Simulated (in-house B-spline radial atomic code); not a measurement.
Configurations of Tb⁺, with energies counted from [Xe] 4f9 6s1. Computed with a radial B-spline atomic code at the basis-set limit: scalar-relativistic (X2C) BLYP, spin-polarised, spherical fractional occupations, Fermi nucleus of rms radius 5.06 fm. Shells without spins written out take the highest spin.

Occupations are held fixed; configurations that lie above the ionisation limit could autoionise.

```json
{"configuration": "[Xe] 4f(7 up, 2 down) 6s(0 up, 1 down)", "E - E(ref) (eV)": "0.18809", "highest orbital": "4f down", "its <r> (bohr)": "0.9547"}
{"configuration": "[Xe] 4f(4 up, 5 down) 6s(1 up, 0 down)", "E - E(ref) (eV)": "4.3508", "highest orbital": "4f up", "its <r> (bohr)": "0.9134"}
{"configuration": "[Xe] 4f(5 up, 3 down) 6s2", "E - E(ref) (eV)": "7.5497", "highest orbital": "6s down", "its <r> (bohr)": "3.508"}
{"configuration": "[Xe] 4f8 6s1 6f1", "E - E(ref) (eV)": "11.812", "highest orbital": "6f up", "its <r> (bohr)": "13.31"}
{"configuration": "[Kr] 4d10 4f9 5s2 5p5 5d1 6s1", "E - E(ref) (eV)": "22.854", "highest orbital": "5d up", "its <r> (bohr)": "2.545"}
{"configuration": "[Kr] 4d10 4f9 5s2 5p5 6s2", "E - E(ref) (eV)": "22.854", "highest orbital": "6s down", "its <r> (bohr)": "3.562"}
{"configuration": "[Kr] 4d10 4f(3 up, 6 down) 5s2 5p(3 up, 2 down) 6s(0 up, 1 down) 7f(0 up, 1 down)", "E - E(ref) (eV)": "38.2", "highest orbital": "7f down", "its <r> (bohr)": "20.31"}
{"configuration": "[Kr] 4d9 4f9 5s2 5p6 6s1 6f1", "E - E(ref) (eV)": "156.11", "highest orbital": "6f up", "its <r> (bohr)": "13.28"}
```

Order these further configurations by energy, lowest first.
A. [Xe] 4f(5 up, 3 down) 6s(1 up, 0 down) 7d(1 up, 0 down)
B. [Xe] 4f(3 up, 6 down) 6s(1 up, 0 down)
C. [Kr] 4d10 4f(6 up, 3 down) 5s2 5p(2 up, 3 down) 6s(1 up, 0 down) 7d(1 up, 0 down)
D. [Kr] 4d10 4f9 5s2 5p5 6s1 6d1
E. [Xe] 4f9 5d1

E (1.9809 eV), B (2.9698 eV), A (17.465 eV), D (30.602 eV), C (36.908 eV).

How far above the reference does [Kr] 4d9 4f9 5s2 5p6 6s1 6d1 lie?

153.59 eV; its least bound orbital is 6d up with <r> = 6.726 bohr.

How far above the reference does [Kr] 4d10 4f9 5s2 5p5 6s1 7d1 lie?

32.524 eV; its least bound orbital is 7d up with <r> = 12.05 bohr.

How far above the reference does [Kr] 4d10 4f9 5s2 5p5 5f1 6s1 lie?

32.009 eV; its least bound orbital is 5f up with <r> = 7.747 bohr.
